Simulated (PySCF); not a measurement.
C₆ coefficients of unlike pairs at r2SCANh

Calculated with PySCF 2.14 from the dipole response of each species, C₆(A,B) = (3/π) ∫ α_A(iu) α_B(iu) du, in atomic units, from isotropic polarisabilities. For ions this is the dispersion term alone; charge-induced terms of lower order in 1/R come first.

```
species      configuration                        basis     relativity  α (bohr³)  C₆ (like pair)
     Ne          [Ne] (1S)       dyall-av3z (15s9p3d2f)  spin-free X2C      2.401           5.858
     Pd     [Kr] 4d10 (1S)  aug-cc-pVTZ-DK (9s8p6d3f2g)  spin-free X2C      24.09           161.1
    Ar⁺  [Ne] 3s2 3p5 (2P)         dyall-av2z (13s9p2d)           none      6.599           31.22
```

Estimate C₆ for Pd with Ne.

The integral gives 28.24. The combination rule 2 C_A C_B / (C_A α_B/α_A + C_B α_A/α_B) gives 25.23 and the geometric mean 30.72.

No spin-orbit coupling is included.

The other pairs:

```tsv
pair	C₆
Ar⁺, Ne	13.21
Ar⁺, Pd	68.29
```
